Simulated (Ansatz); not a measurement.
Reaction (ligand exchange at a B–C bond): `CC(C)=CBF` + `C[SeH]` → `C[Se]BF` + isobutene

Program: Ansatz. Geometries: PBE0-D4/def2-TZVP. ΔE: electronic, gas phase. CCSD(T)/CBS is the MP2 limit (def2-TZVPP, def2-QZVPP) plus CCSD(T) − MP2 in def2-TZVPP, frozen cores. This one scheme is used for every species. DFT in def2-TZVPP. For Se outer-core shells are correlated without core-valence functions, which leaves a few kJ/mol of doubt a bond. Scalar relativity is left out up to krypton. One conformer a species, not always the lowest.

| level | ΔE (eV) |
| --- | --- |
| PBE | -0.47 |
| r2SCAN | -0.46 |
| PBE0 | -0.45 |
| HF/CBS(def2) | -0.35 |

Problem. What does CCSD(T)/CBS give? (An estimate is asked.)

Solution. Computed: -0.49 eV. The listed levels differ from it by 0.02, 0.03, 0.04, 0.14 eV.

Largest T1 diagnostic among the species: 0.012.

In def2-TZVPP, CCSD(T) changes the Hartree–Fock value by −0.12 eV (the triples alone add −0.02 eV) and MP2 by −0.15 eV.
